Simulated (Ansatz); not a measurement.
Species: C₆H₁₃S (charge 0, doublet). It need not be the lowest isomer of its formula. 
Structure (B3LYP-D3(BJ)/def2-TZVP (Ansatz, a program for electronic structure) minimum search):
SMILES: [CH2]SCCCCC
```xyz
20

C     -3.9821     0.6322    -0.4596
C     -2.6000     0.8814     0.1369
C     -1.5633    -0.1477    -0.3081
C     -0.1783     0.1009     0.2860
C      0.8409    -0.9373    -0.1677
S      2.5108    -0.6890     0.5110
C      3.0243     0.7064    -0.3216
H     -4.7024     1.3808    -0.1250
H     -3.9507     0.6648    -1.5513
H     -4.3638    -0.3499    -0.1699
H     -2.2545     1.8820    -0.1417
H     -2.6649     0.8758     1.2296
H     -1.4971    -0.1435    -1.4019
H     -1.9067    -1.1501    -0.0285
H      0.1721     1.0965     0.0025
H     -0.2343     0.0935     1.3779
H      0.9227    -0.9611    -1.2566
H      0.5503    -1.9368     0.1604
H      3.9738     1.1314    -0.0366
H      2.5341     1.0260    -1.2292
```
Charge 0, spin multiplicity 2.

Dipole moments at this geometry, in debye (magnitudes).

```csv
level,program,dipole (D)
PBE/def2-TZVPD,Ansatz,1.72
BLYP/def2-TZVPD,Ansatz,?
B97M-V/def2-TZVPD,Ansatz,1.67
B3LYP/def2-TZVPD,Ansatz,1.69
wB97M-V/def2-TZVPD,Ansatz,1.66
CCSD(T)/aug-cc-pV(D+d)Z,Ansatz,?
```

Task: Fill in the missing entries.

Result: 
- BLYP/def2-TZVPD, dipole (D): 1.70
- CCSD(T)/aug-cc-pV(D+d)Z, dipole (D): 1.66
